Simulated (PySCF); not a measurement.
# Löwdin shares of the frontier orbitals

Compound: C6H7OP.
Structure used (GFN2-xTB), in Å, numbered top down from 1:
```
atom  x, y, z in Å
C1     3.0969    0.3406   -0.2495
C2     1.6166    0.1999   -0.1746
P3     0.7508   -0.8354   -1.1681
C4    -0.9388   -0.5185   -0.5983
C5    -1.5317    0.6776   -0.0954
C6    -2.8338    0.3796    0.1414
O7    -3.0992   -0.8999   -0.1761
C8    -1.9569   -1.4331   -0.6302
H9     3.5521    0.0905    0.7104
H10    3.5165   -0.3074   -1.0159
H11    3.3690    1.3730   -0.4764
H12    1.1247    0.8079    0.5741
H13   -1.0522    1.6241    0.0483
H14   -3.6459    0.9697    0.5184
H15   -1.9725   -2.4606   -0.9356
```

Method: TDDFT B3LYP/def2-SVPD, vertical, gas phase, core orbitals frozen in the response (PySCF).

Frontier orbitals with the atoms that hold most of them (Löwdin shares over 4%, at most four atoms; ? is withheld):

| orbital | ε (eV) | atoms |
| --- | --- | --- |
| LUMO+2 | 0.49 | C1 26%, C2 16%, P3 14%, H11 8% |
| LUMO+1 | -0.17 | C6 22%, O7 18%, C8 16%, C5 14% |
| LUMO | ? | ? |
| HOMO | -6.26 | C2 21%, C8 19%, P3 16%, C4 13% |
| HOMO-1 | -7.02 | ? |
| HOMO-2 | -7.50 | P3 57%, C2 13%, C4 12%, C5 7% |
| HOMO-3 | -8.48 | C4 28%, O7 18%, C5 16%, P3 14% |

Question: Which atoms hold the HOMO-1, and with what shares?

Answer: C5 (bonded to 2 C and H) 20%; C6 (bonded to C, O and H) 19%; P3 (bonded to 2 C) 16%; C2 (bonded to C, P and H) 13%. By element: carbon 53% or more, phosphorus 16%.

Question: Which atoms hold the LUMO, and with what shares?

Answer: P3 (bonded to 2 C) 37%; C2 (bonded to C, P and H) 33%; C4 (bonded to 2 C and P) 8%; C8 (bonded to C, O and H) 6%. By element: carbon 46% or more, phosphorus 37%.

Question: What is the LUMO energy, and the HOMO–LUMO gap?

Answer: ε(LUMO) = -1.63 eV; the gap is 4.63 eV (0.1702 hartree).

Question: The HOMO–LUMO gap is 4.63 eV. Where does the response calculation put the lowest singlet, and from which orbitals?

Answer: S1 is at 4.21 eV (f = 0.114), 0.42 eV below the gap, made of HOMO→LUMO (79%), HOMO-1→LUMO (16%). 

Question: Give energy, strength and leading configuration of S1, S2 and S4, and follow the Löwdin shares of the leading atoms from the occupied to the empty orbital.

Answer: 
- S1 (4.21 eV, f 0.114), HOMO→LUMO (79%): C2 21% → 33%, C8 19% → 6%, P3 16% → 37%
- S2 (4.85 eV, f 0.0082), HOMO-2→LUMO (91%): P3 57% → 37%, C2 13% → 33%
- S4 (5.55 eV, f 0.024), HOMO→LUMO+1 (88%): C2 21% → at most 15%, C8 19% → 16%, C6 at most 14% → 22%, O7 at most 14% → 18%

On one thread of an Intel Xeon 6975P-C, shared host, this took 28 s wall and 0.85 GiB of memory at its peak.

One conformer stands for the species.
